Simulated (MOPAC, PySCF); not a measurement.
[Hf(H)4], neutral singlet in the gas phase. 

Cartesian coordinates (Å):
```xyz
5

Hf     0.0000     0.0000     0.0000
H     -1.2946    -0.1726    -1.3059
H      1.4865    -0.9892    -0.4722
H     -0.6634    -0.6159     1.6098
H      0.4716     1.7777     0.1682
```
Charge 0, multiplicity 1.

All levels are single points at this geometry (r2SCAN-D4/def2-SVP); Pople sets use spherical d functions. Orbital energies aren't observables, and empty levels follow the basis.

PM6 in MOPAC gives gap (eV) = 9.13.

Problem. Estimate the gap (eV) from each of these levels: B3LYP-D3(BJ)/def2-TZVP in PySCF; TPSSh-D3(BJ)/def2-TZVP in PySCF; B3LYP/6-311+G** (LANL2DZ on Hf) in PySCF; B3LYP/6-31G* (LANL2DZ on Hf) in PySCF; M06-2X/6-31G* (LANL2DZ on Hf) in PySCF; PBE/6-31G* (LANL2DZ on Hf) in PySCF; SVWN5/6-31G* (LANL2DZ on Hf) in PySCF; HF/6-31G* (LANL2DZ on Hf) in PySCF.

Solution. 
| level | gap (eV) |
|---|---|
| B3LYP-D3(BJ)/def2-TZVP in PySCF | 5.93 |
| TPSSh-D3(BJ)/def2-TZVP in PySCF | 5.42 |
| B3LYP/6-311+G** (LANL2DZ on Hf) in PySCF | 5.81 |
| B3LYP/6-31G* (LANL2DZ on Hf) in PySCF | 5.82 |
| M06-2X/6-31G* (LANL2DZ on Hf) in PySCF | 8.20 |
| PBE/6-31G* (LANL2DZ on Hf) in PySCF | 3.99 |
| SVWN5/6-31G* (LANL2DZ on Hf) in PySCF | 3.70 |
| HF/6-31G* (LANL2DZ on Hf) in PySCF | 12.69 |
